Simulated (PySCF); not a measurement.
**Trend along the fourth-period p block: MGe molecules**

CCSD(T) with double-zeta basis sets in PySCF, for the lowest determinant that a PBE0 search found; no spin–orbit coupling. De refers to high-spin ground-configuration atoms.

```tsv
M	basis	reference, frozen orbitals	state (unpaired electrons)	Re (Å)	ωe (cm⁻¹)	De (eV)
Ga	cc-pVDZ-PP	UHF, 8	quartet (σ ↑, π ↑↑)	2.510	220	2.10
Ge	pcseg-1	UHF, 18	triplet (π ↑↑)	2.426	281	2.49
Se	cc-pVDZ-PP	RHF, 8	singlet (closed shell)	2.170	396	4.63
Br	cc-pVDZ-PP	UHF, 8	doublet (π ↑)	2.352	292	3.15
```

The shortest bond is that of GeSe (2.170 Å), the longest that of GaGe (2.510 Å). GeSe is bound most strongly (4.63 eV) and GaGe least (2.10 eV).

The rows differ in basis set, which adds steps of its own.

The state changes along the series, so neighbouring rows are not always alike in their bonding.

Correlated steps freeze the inner cores (8 to 18 orbitals); shallow outer-core shells are correlated. Correlated levels converge slowly with the basis: in double zeta they bind strong bonds too weakly, by up to about 1 eV, and carry superposition errors of some tenths. Spin–orbit coupling is left out. Where the molecule has an RHF reference, its open-shell atoms are computed with UHF. States were picked by a PBE0 search and need not be the measured ground states.
